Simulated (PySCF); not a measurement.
# V⁺: excitation energy

V⁺ [Ar] 3d4 (5D) → V⁺ [Ar] 3d3 4p1 (high-spin determinant), as a difference of total energies. Computed with PySCF 2.14 in ANO-RCC-VTZP, with scalar relativity by spin-free X2C-1e. Correlated levels: valence: [Ar] frozen; valence and next inner shell: [Ne] frozen. The calculations carry no spin-orbit coupling.

```
                                method  excitation energy (eV)
                                   UHF                   3.462
                                   LDA                   4.844
                                   PBE                   4.547
                                  PBE0                   4.427
                                r2SCAN                   4.264
                                B2PLYP                   4.231
                                M06-2X                   4.329
                                  BLYP                   4.422
                         MP2 (valence)                   4.040
                     SCS-MP2 (valence)                   3.655
    MP2 (valence and next inner shell)                   4.604
SCS-MP2 (valence and next inner shell)                   4.169
```

Problem. How much does correlation contribute at MP2 (valence and next inner shell)?

Solution. 4.604 − (3.462) = 1.142 eV, measured against UHF.

A first-order spin-orbit estimate (lowest level to lowest level, LS coupling) adds -0.031 eV.

The basis was made for the ground configuration and has no added diffuse functions, so the excitation energy can come out too high.

The determinant of the upper state mixes LS terms, which raises its energy above the lowest term, most at the Hartree-Fock and MP2 levels.
